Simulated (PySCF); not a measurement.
## Spin states and ions at one geometry of [PbBr3]+

PySCF 2.14.0, RKS r2SCAN, Pb def2-SVP with ECP60, Br def2-SVP; non-relativistic Hamiltonian with scalar-relativistic core potentials where named; density fitting; no spin-orbit coupling; singlets restricted, open shells unrestricted. The geometry is relaxed for charge +1, singlet, vacuum:

```xyz
4

Pb    0.0000    0.0000    0.0000
Br    2.5145    0.0000    0.0000
Br   -1.2572    2.1776    0.0000
Br   -1.2572   -2.1776    0.0000
```

Energies count from the relaxed state; an electron taken off or put on is at rest in vacuum. Charges and spins are Mulliken's.

```json
{"state": "charge +1, singlet, vacuum", "energy (eV)": "0.00", "spin squared": "0.00", "charge on Pb1 (e)": "0.93", "spin on Pb1 (e)": "0.00", "dipole about the centre of mass (D)": "0.00"}
{"state": "charge +1, triplet, vacuum", "energy (eV)": "1.70", "spin squared": "2.01", "charge on Pb1 (e)": "0.84", "spin on Pb1 (e)": "0.14", "dipole about the centre of mass (D)": "0.01"}
{"state": "charge +2, doublet, vacuum", "energy (eV)": "15.49", "spin squared": "0.75", "charge on Pb1 (e)": "1.03", "spin on Pb1 (e)": "-0.07", "dipole about the centre of mass (D)": "0.00"}
```

**Question.** What does the state charge 0, doublet, vacuum give?

**Answer.** energy (eV) -8.47, spin squared 0.75, charge on Pb1 (e) 0.75, spin on Pb1 (e) 0.19, dipole about the centre of mass (D) 0.00.

With an electron taken off (doublet) the charges change, summed by element, by Pb +0.09 e, Br +0.91 e. The vertical ionisation energy is 15.49 eV, against −ε(HOMO) = 12.92 eV of the relaxed state. The level lies 2.6 eV too high, as is usual for semilocal functionals and global hybrids, which keep a self-interaction error.

With an electron put on (doublet) the charges change, summed by element, by Pb -0.18 e, Br -0.82 e. The vertical electron affinity is 8.47 eV, against −ε(LUMO) = 11.03 eV of the relaxed state.

Open shells may have lower solutions than those found.

No frequency check is given that shows the relaxed geometry to be a minimum.
